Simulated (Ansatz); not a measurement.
Computed with Ansatz on PBE0-D4/def2-TZVP structures; ΔE is electronic, products minus reactants. CCSD(T)/CBS is the MP2 limit (def2-TZVPP, def2-QZVPP) plus CCSD(T) − MP2 in def2-TZVPP, frozen cores. This one scheme is used for every species, atoms too. Functionals use def2-TZVPP. B3LYP here is the variant with VWN-RPA as its local correlation; programs differ in this. No spin–orbit coupling; open shells (•) take unrestricted orbitals. Spin–orbit coupling would lower the free atoms: a little for C, Cl, Si. One conformer a species, not always the lowest.

`[SiH3]/C=C\[SiH2]Cl` → 2 C• + Cl• + 7 H• + 2 Si•  (atomization)

```json
{"level": "PBE", "ΔE (kcal/mol)": "995.7"}
{"level": "B3LYP", "ΔE (kcal/mol)": "984.1"}
```

Q: What does CCSD(T)/CBS give? (Best estimate.)

A: The calculation gave: +998.7 kcal/mol. The listed levels differ from it by -3.0, -14.6 kcal/mol.

Largest T1 diagnostic among the species: 0.012.

From PBE to PBE0 (25 % exact exchange), in def2-TZVPP and without D4, ΔE moves by −6.8 kcal/mol: exact exchange takes away binding that semilocal exchange gives to molecules. The D4 term adds +12.6 kcal/mol with B3LYP and +6.7 kcal/mol with PBE0; it sums over pairs of atoms, weighted by their polarisabilities, and B3LYP, whose exchange is more repulsive, gets the larger term. In def2-TZVPP, CCSD(T) changes the Hartree–Fock value by +216.0 kcal/mol (the triples alone add +13.0 kcal/mol) and MP2 by +224.0 kcal/mol; breaking electron pairs costs correlation energy, which Hartree–Fock lacks.

For atomizations the MP2-based limit and the directly extrapolated one differ by several kJ/mol either way, and by 10 to 25 for some Ge, Se and Sn compounds, so smaller differences from it don't rank the levels.
